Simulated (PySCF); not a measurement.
## Be: excitation energy

Be [He] 2s2 (1S) → Be [He] 2p2 (3P), as a difference of total energies. All numbers are calculated (PySCF 2.14, scalar relativity by spin-free X2C-1e, in x2c-TZVPPall with one added diffuse shell of s type (6s3p1d, 20 functions)). Correlated levels: valence and next inner shell: nothing frozen. The calculations carry no spin-orbit coupling.

```
                                method  excitation energy (cm⁻¹)
                                   UHF                     52252
    MP2 (valence and next inner shell)                     56971
SCS-MP2 (valence and next inner shell)                     58849
   CCSD (valence and next inner shell)                     60309
CCSD(T) (valence and next inner shell)                     60364
  CCSDT (valence and next inner shell)                     60367
    FCI (valence and next inner shell)                     60368
```

Errors of the correlated levels include the incompleteness of this basis.

The basis was made for the ground configuration and has no added diffuse functions, so the excitation energy can come out too high.

For comparison: 59696 cm⁻¹ (measured; NIST levels, between the centres of gravity of the two terms).
